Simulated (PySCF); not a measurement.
SMILES Cl[Te](Cl)(Cl)Cl, PBE0/def2-SVP optimised geometry.

```
5

Te    -1.17     0.00     0.00
Cl     1.17     0.00     0.00
Cl    -1.15    -2.45     0.04
Cl    -1.61     0.02     2.30
Cl    -1.15     2.45     0.00
```

Density from PBE0/def2-TZVP, def2 effective core potentials past Kr in PySCF at that geometry. The core electrons that the potentials of Te replace are not part of the density.

Minimum of the electron density along straight lines between bonded atoms, close to the bond critical point (lines longer than 1.1 times the sum of covalent radii, or with two minima, are not listed):

```json
[
 {"bond": "Te1–Cl2", "length / Å": "2.342", "ρ at the minimum / e bohr⁻³": "0.101", "∇²ρ there / e bohr⁻⁵": "0.05", "position (fraction from the first atom)": "0.48"},
 {"bond": "Te1–Cl3", "length / Å": "2.447", "ρ at the minimum / e bohr⁻³": "0.083", "∇²ρ there / e bohr⁻⁵": "0.07", "position (fraction from the first atom)": "0.48"},
 {"bond": "Te1–Cl4", "length / Å": "2.342", "ρ at the minimum / e bohr⁻³": "0.101", "∇²ρ there / e bohr⁻⁵": "0.05", "position (fraction from the first atom)": "0.48"},
 {"bond": "Te1–Cl5", "length / Å": "2.447", "ρ at the minimum / e bohr⁻³": "0.083", "∇²ρ there / e bohr⁻⁵": "0.07", "position (fraction from the first atom)": "0.48"}
]
```
